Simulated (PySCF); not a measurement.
Atoms are numbered as in `[F:1][Al@@H-:2]1[O:3][CH:4]=[CH:5][CH:6]=[O+:7]1`; H(Xn) means a hydrogen on atom n.

Geometry: PBE0-D3(BJ)/def2-SVP; GIAO shifts from PySCF 2.14, gas phase, non-relativistic, averaged over equivalent atoms.

At BP86/pcSseg-1 (146 basis functions, 27 s wall time on 1 thread of an Arm Neoverse N1, shared host):
| atoms | δ (ppm) |
| --- | --- |
| F1 | -175.1 |
| Al2 | 3.7 |
| O3/O7 | 329.0 |
| C4/C6 | 184.4 |
| C5 | 110.9 |
| H(C4)/H(C6) | 8.14 |
| H(C5) | 5.67 |
| H(Al2) | 4.00 |

Shifts are taken against calculated references (same method and geometry level): 19F (σ = 144.75 ppm) vs CFCl3; 27Al (σ = 481.77 ppm) against AlH4-; H2O for 17O (σ = 332.56 ppm); 13C (σ = 179.74 ppm), 1H (σ = 31.27 ppm) vs TMS.

What do these become at PBE0/pcSseg-1?

Answers


| atoms | δ at PBE0/pcSseg-1 | change |
| --- | --- | --- |
| F1 | -164.2 | +10.9 |
| Al2 | -2.0 | -5.7 |
| O3/O7 | 320.0 | -9.0 |
| C4/C6 | 190.7 | +6.3 |
| C5 | 109.4 | -1.5 |
| H(C4)/H(C6) | 8.21 | +0.07 |
| H(C5) | 5.73 | +0.06 |
| H(Al2) | 3.89 | -0.11 |

Chemical shifts δ = σref − σ; 19F (177.25 ppm) against CFCl3; 27Al (489.28 ppm) against AlH4-; 17O (334.56 ppm) against H2O; 13C (184.41 ppm) and 1H (31.27 ppm) against TMS, all at this level.

The largest change is at F1 (fluorine bonded to Al). Cost: 146 basis functions, 18 s wall time on 1 thread of an Arm Neoverse N1, shared host.

Unscaled 19F shifts against computed CFCl3 carry errors that often reach 10 to 50 ppm. Unscaled 17O shifts of doubly bonded oxygen tend to come out too high, by tens of ppm or more. Experimental scales use liquid or dissolved standards, which lie at an offset from isolated H2O (liquid H2O: subtract about 36 ppm).
